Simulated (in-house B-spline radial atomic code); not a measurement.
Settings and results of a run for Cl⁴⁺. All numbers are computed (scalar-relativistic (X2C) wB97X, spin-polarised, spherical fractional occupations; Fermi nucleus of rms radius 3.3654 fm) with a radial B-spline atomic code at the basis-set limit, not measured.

Command:
```bash
python run_scf.py task.json out
```
Settings (nuclear radius in fm, mass in u):
```
Z                17
configuration    [Ne] 3s2 3p1
hamiltonian      x2c
method           wb97x
spin_polarised   True
nucleus          fermi
rms_radius       3.3654
atomic_mass      34.96885
speed_of_light   137.035999084
```

Output (hartree, bohr):
```
 radial grid: 67 intervals, B-splines of order 8, outer radius 14.6809 bohr

 iter        energy (Eh)    residual
    1        -454.550128    4.02e-01
    2        -456.511475    1.50e-01
    3        -456.689594    5.09e-02
    4        -456.711440    1.71e-02
    5        -456.714136    5.70e-03
    6        -456.714431    3.27e-04
    7        -456.714431    1.96e-05
    8        -456.714431    1.98e-06
    9        -456.714431    4.70e-07
   10        -456.714431    1.19e-07

 total energy                      -456.71443
 kinetic                             459.2758
 electron-nucleus                  -1059.6428
 Hartree                             170.1161
 exact exchange                       -5.7972
 exchange-correlation                -20.6664

 orbital      occ     eigenvalue          <r>       <r^2>       <1/r>     <1/r^3>     <1/r^2>       r_max
 1s up      1.000      -104.3511    0.0907111   0.0110861     16.7855           -     584.961     0.05923
 1s down    1.000      -104.3413    0.0907027   0.0110839     16.7867           -     585.027     0.05923
 2s up      1.000       -12.0054     0.441418    0.231328     3.33993           -     48.0551      0.3605
 2s down    1.000       -11.9990     0.441447    0.231267     3.33829           -     47.9932      0.3607
 2p up      3.000        -9.7105     0.404159    0.203136     3.22145     103.674     14.5034       0.301
 2p down    3.000        -9.6980     0.404416     0.20331      3.2189     103.467     14.4816      0.3013
 3s up      1.000        -2.9201      1.34816     2.06832     1.02839           -     6.75114       1.204
 3s down    1.000        -2.8367      1.35626     2.09814     1.02529           -     6.73872       1.199
 3p up      1.000        -2.1601      1.44809     2.41505    0.932746     12.2353     1.94759       1.274
```

Time taken, with all properties: 0.57 s on 1 thread of Arm Neoverse V1 (shared host).

Caution: exact exchange at fractional occupations of open shells leaves self-interaction of up to several eV.
